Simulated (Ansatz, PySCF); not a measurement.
This Ansatz (a first-principles code) input computes a PBE0/def2-TZVPD energy:

Ansatz 0.2 input:
```yaml
crystal:
  periodic: [false, false, false]
  atoms:
    - {symbol: Si, position_ang: [-0.15400471, 0.00590285, -0.43326928]}
    - {symbol: Cl, position_ang: [0.45791998, 0.42107774, 1.61241274]}
    - {symbol: O, position_ang: [-0.72713437, 1.25405119, -1.13922970]}
    - {symbol: O, position_ang: [1.22109389, -0.70348438, -1.07107931]}
    - {symbol: O, position_ang: [-1.15169913, -1.32299095, -0.23355168]}
    - {symbol: H, position_ang: [1.69711180, -0.04041563, -1.57814611]}
    - {symbol: H, position_ang: [-2.06376846, -1.02115283, -0.21621518]}
basis:
  gaussian:
    orbitals: def2-TZVPD
hamiltonian:
  xc: {name: PBE0}
total_charge: -1
output: {forces: true}
```

Task: Write an input for the same energy in PySCF and say what it gives.

Result: 
```python
from pyscf import gto, scf, dft

mol = gto.M(
    atom='''
    Si   -0.15400471    0.00590285   -0.43326928
    Cl    0.45791998    0.42107774    1.61241274
    O    -0.72713437    1.25405119   -1.13922970
    O     1.22109389   -0.70348438   -1.07107931
    O    -1.15169913   -1.32299095   -0.23355168
    H     1.69711180   -0.04041563   -1.57814611
    H    -2.06376846   -1.02115283   -0.21621518
    ''',
    basis='def2-tzvpd',
    charge=-1,
    spin=0,
    verbose=4,
)

mf = dft.RKS(mol, xc='pbe0').density_fit(auxbasis='def2-universal-jkfit')
mf.grids.level = 3
mf.conv_tol = 1e-9
mf.max_cycle = 100
mf.max_memory = 1500
mf.kernel()
if not mf.converged:
    mf = mf.newton()
    mf.kernel(mf.make_rdm1())
mf.analyze()
```
It gives -976.45170 Eh, and Ansatz -976.45165 Eh, a difference of 0.05 mEh, from the treatment of integrals and grids.

It need not be the lowest isomer of its formula. Whether it binds its extra electron was not tested at this geometry.
